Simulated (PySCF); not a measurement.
Sn(OMe)3(NH2), SMILES C[O][Sn]([NH2])([O]C)[O]C at its GFN2-xTB optimised geometry (Å):

```
19

C     -1.5946    -3.0892    -2.1717
O     -1.8501    -1.7871    -1.7149
Sn    -1.1700    -0.9999     0.0000
N     -1.9811     0.8599     0.0000
O      0.8310    -0.9999     0.0000
C      1.6033    -0.1937    -0.8534
O     -1.6866    -2.0104     1.6380
C     -0.8333    -2.8456     2.3832
H     -0.5247    -3.2996    -2.2541
H     -2.0398    -3.1450    -3.1679
H     -2.0616    -3.8444    -1.5348
H     -2.6423     0.9306    -0.7697
H     -2.5150     0.9999     0.8542
H      1.4591    -0.4509    -1.9051
H      2.6423    -0.3902    -0.5802
H      1.3947     0.8683    -0.7150
H      0.1161    -2.3626     2.6179
H     -0.6394    -3.7902     1.8704
H     -1.3675    -3.0477     3.3142
```

Level of theory: PySCF 2.14.0 with CAM-B3LYP/def2-SVP, def2 effective core potentials past Kr. The core electrons that the potentials of Sn replace are not part of the density.

Map of the electron localisation function on the plane z = 1.0 Å:

```
|0000000000000000000000000000000|
|0000000000000000000000000000000|
|0000000000000000000000000000000|
|0000000000000000000000000000000|
|0000000000000000000000000000000|
|0000000000000000000000000000000|
|0000000000000000000000000000000|
|0000000000000000000000000000000|
|0000000000000000000000000000000|
|0000024542221000000000000000000|
|0000178986333100000000000000000|
|0000489998532100000000000000000|
|0000599998522100000000000000000|
|0000389997321000000000000000000|
|0000047764211000000000000000000|
|0000001222221101233100000000000|
|0000000011111112466510000000000|
|0000000001111112477640000000000|
|0000000011111111477751000000000|
|0000000123311110257641000000000|
|0000001246764210135530000000000|
|0000002478886300002210000000000|
|0000002578875100000000000000000|
|0000002577752000000000000000000|
|0000000355310000000000000000000|
|0000000011000242000000000000000|
|0000000000005897300000000000000|
|0000000000039999500000000000000|
|0000000000169999500000000000000|
|0000000000048986100000000000000|
|0000000000002331000000000000000|
```
Scale: ten equal steps from 0.000 (start of '0') to 0.997 (end of '9'), in the order '0123456789'; x runs from -5.00 to 5.00, y from -5.00 (bottom) to 5.00 (top).
